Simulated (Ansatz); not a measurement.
Ideal-gas functions of `B[AsH2]` at 500 K and 1 bar, from an Ansatz frequency run at PBE0-D4/def2-TZVP.

Molar mass 89.77 g/mol, point group Cs (symmetry number 1), electronic degeneracy 1, moments of inertia 6.547, 50.055, 53.064 u Å². Harmonic wavenumbers (cm⁻¹, unscaled): 399, 404, 504, 644, 818, 912, 1006, 1167, 2252, 2270, 2601, 2702.

Use S(trans) = R[1.5 ln M + 2.5 ln T − 1.1517]; rotational temperatures θ = 24.2544 K / I; S(rot) = R[ln(√π/σ · √(T³/θAθBθC)) + 1.5]; for each mode x = 1.438777 ν̃/T, S = R[x/(eˣ − 1) − ln(1 − e⁻ˣ)] and H = RT x/(eˣ − 1); 1 cm⁻¹ = 0.0119627 kJ/mol; R = 8.31446 J/(mol·K).

Q: By hand: the entropy, in J/(mol·K).

A: Translation 175.7. Rotation: θ = 3.7047, 0.4846, 0.4571 K, giving 95.6. Vibration, mode by mode: 7.61, 7.52, 5.92, 4.28, 2.88, 2.33, 1.88, 1.30, 0.10, 0.09, 0.04, 0.03, in all 34.0. Electronic 0.0. Sum 305.3 J/(mol·K).

Q: By hand: H − E and G − E in kJ/mol, counted from the electronic energy.

A: Zero-point energy ½ × 15679 × 0.0119627 = 93.8; thermal vibration 10.9; translation, rotation and pV give 4 RT = 16.6. H − E = 121.3 kJ/mol, and G − E = 121.3 − 500 × 305.3/1000 = -31.3 kJ/mol.

Vibration gives 11 % of the entropy.
